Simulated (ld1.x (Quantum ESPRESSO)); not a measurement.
# silver: excitation energies, all-electron against PAW

```json
{
  "Element": "Ag (Z = 47)",
  "Generator": "ld1.x (Quantum ESPRESSO) 7.5",
  "Type": "PAW",
  "Functional": "BLYP",
  "Relativity": "scalar-relativistic",
  "Frozen core": "[Kr]",
  "Valence charge": "11",
  "Reference configuration": "4d10 5s0 5p0 (charge +1)",
  "Partial waves": "5s (bound, empty): rcut 2.05, rcutus 2.35 bohr; 5s channel at -0.4 Ry: rcut 2.05, rcutus 2.35 bohr; 5p (bound, empty): rcut 2.40, rcutus 2.80 bohr; 5p channel at 0.2 Ry: rcut 2.40, rcutus 2.80 bohr; 4d (bound): rcut 1.25, rcutus 1.70 bohr; 4d channel at -0.8 Ry: rcut 1.25, rcutus 1.70 bohr",
  "Local potential": "all-electron potential smoothed inside 1.70 bohr (lloc = -2)",
  "Core correction": "Bessel-smoothed model core inside 0.80 bohr",
  "Augmentation charge": "BESSEL, radius 1.00 bohr"
}
```

Energies are relative to the spin-unpolarised reference configuration 4d10 5s0 5p0; without spin polarisation the order of configurations can differ from experiment. The frozen-core shift is the all-electron ΔE with the core orbitals held at their reference shape minus the fully relaxed ΔE.

```csv
valence configuration,charge,ΔE all-electron (eV),error AE − PS (meV),frozen-core shift (meV)
4d10 5s1 5p0,0,-7.872,+0.9,-0.5
4d9 5s0 5p0,+2,22.040,-61,+56
4d8 5s0 5p0,+3,58.123,-359,+334
4d9 5s1 5p0,+1,5.160,-47,+45
4d9 5s1 5p1,0,0.552,-39,+47
4d10 5s0.5 5p0,+0.5,-4.814,+0.8,-0.6
4d9 5s2 5p0,0,-3.948,-41,+45
```

Levels in the configuration 4d9 5s1 5p0:

```csv
level,all-electron (eV),pseudo (eV)
4d,-19.109,-19.219
5s,-12.856,-12.863
```

A variational frozen-core shift is positive and of second order in the change. This column holds negative values, so the frozen-core run of ld1.x carries numerical noise or an error of first order here, and the column gives no more than the rough size of the effect.
